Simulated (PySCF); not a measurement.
Screening by computed properties: pick the candidate that meets the target.

Species are written as SMILES; each is one conformer at its optimised geometry, gas phase (atoms past krypton carry core potentials, spin–orbit coupling is left out); the electronic structure was computed with PySCF and density fitting.

Dipoles, sizes and rotational constants follow the conformer. The torsions of the flexible species, by atom-mapped SMILES:
- `[Cl:1][CH2:2][C@@H:3]1[CH2:4][O:5]1`: Cl1–C2–C3–C4 -92°
- `[O:1]=[CH:2][CH2:3][CH2:4][Cl:5]`: O1–C2–C3–C4 0°, C2–C3–C4–Cl5 180°

Problem. Wanted: lowest triplet excitation (Tamm–Dancoff) between 4 eV and 5.7 eV (TDA CAM-B3LYP/def2-SVPD) and vertical ionisation energy below 11 eV (ΔSCF CAM-B3LYP/def2-SVPD), at PBE0-D3(BJ)/def2-SVP geometries. Which candidate meets both?
A. `[F][Au]<-[P](F)(F)F` (Au(PF3)F)
B. `O=CCCCl` (3-chloropropanal)
C. `[H][Ga]([H])[NH2]` (GaH2(NH2))
D. `[CH3][Sn]([F])([F])[F]` (SnMeF3)
E. `ClC[C@@H]1CO1` (alpha-epichlorohydrin)
F. `[H][In]([H])([H])(<-[NH3])<-[NH3]` (In(NH3)2H3)

Solution. C. Computed values:
```
                                       species  lowest triplet excitation (Tamm–Dancoff)  vertical ionisation energy
                    O=CCCCl (3-chloropropanal)                                   3.77 eV                    10.37 eV
                 [H][Ga]([H])[NH2] (GaH2(NH2))                                   4.88 eV                     9.92 eV
                [F][Au]<-[P](F)(F)F (Au(PF3)F)                                   5.45 eV                    11.52 eV
               [CH3][Sn]([F])([F])[F] (SnMeF3)                                   6.00 eV                    12.81 eV
[H][In]([H])([H])(<-[NH3])<-[NH3] (In(NH3)2H3)                                   6.11 eV                     9.07 eV
         ClC[C@@H]1CO1 (alpha-epichlorohydrin)                                   6.67 eV                    10.73 eV
```

Problem. Wanted: static isotropic polarisability above 75 au (CAM-B3LYP/def2-SVPD) and smallest rotational constant below 2.3 GHz (PBE0-D3(BJ)/def2-SVP), at PBE0-D3(BJ)/def2-SVP geometries. Which candidate meets both?
A. `[H][In]([H])([H])(<-[NH3])<-[NH3]`
B. `[CH3][Sn]([F])([F])[F]`
C. `N#C[C@@H]1[Se][C@@H](F)[C@H]1F`
D. `[NH2][GaH2]`

Solution. C. Computed values:
```csv
species,static isotropic polarisability,smallest rotational constant
[NH2][GaH2],40.4 au,9.322 GHz
[CH3][Sn]([F])([F])[F],47.3 au,2.581 GHz
[H][In]([H])([H])(<-[NH3])<-[NH3],72.4 au,2.103 GHz
N#C[C@@H]1[Se][C@@H](F)[C@H]1F,77.0 au,0.816 GHz
```

Problem. Wanted: HOMO–LUMO gap between 8.4 eV and 9.2 eV (CAM-B3LYP/def2-SVPD) and lowest singlet excitation below 6.2 eV (TDDFT CAM-B3LYP/def2-SVPD), at PBE0-D3(BJ)/def2-SVP geometries. Which candidate meets both?
A. `O=CCCCl`
B. `[F][Au]<-[P](F)(F)F`
C. `ClC[C@@H]1CO1`
D. `[H][In]([H])([H])(<-[NH3])<-[NH3]`
E. `[H][Ga]([H])[NH2]`
F. `[CH3][Sn]([F])([F])[F]`
G. `N#C[C@@H]1[Se][C@@H](F)[C@H]1F`

Solution. E. Computed values:
| species | HOMO–LUMO gap | lowest singlet excitation |
| --- | --- | --- |
| N#C[C@@H]1[Se][C@@H](F)[C@H]1F | 8.08 eV | 4.03 eV |
| [H][In]([H])([H])(<-[NH3])<-[NH3] | 8.79 eV | 6.32 eV |
| [H][Ga]([H])[NH2] | 9.03 eV | 6.14 eV |
| O=CCCCl | 9.43 eV | 4.37 eV |
| [F][Au]<-[P](F)(F)F | 9.69 eV | 6.03 eV |
| [CH3][Sn]([F])([F])[F] | 10.56 eV | 7.48 eV |
| ClC[C@@H]1CO1 | 10.98 eV | 7.37 eV |

Problem. Wanted: dipole moment between 0.7 D and 2.6 D (CAM-B3LYP/def2-SVPD) and electronic spatial extent ⟨r²⟩ about the centre of nuclear charge above 660 bohr² (CAM-B3LYP/def2-SVPD), at PBE0-D3(BJ)/def2-SVP geometries. Which candidate meets both?
A. `ClC[C@@H]1CO1`
B. `[NH2][GaH2]`
C. `N#C[C@@H]1[Se][C@@H](F)[C@H]1F`
D. `C(CC=O)Cl`

Solution. D. Computed values:
| species | dipole moment | electronic spatial extent ⟨r²⟩ about the centre of nuclear charge |
| --- | --- | --- |
| ClC[C@@H]1CO1 | 0.52 D | 611 bohr² |
| [NH2][GaH2] | 0.87 D | 177 bohr² |
| C(CC=O)Cl | 2.07 D | 714 bohr² |
| N#C[C@@H]1[Se][C@@H](F)[C@H]1F | 3.11 D | 1252 bohr² |
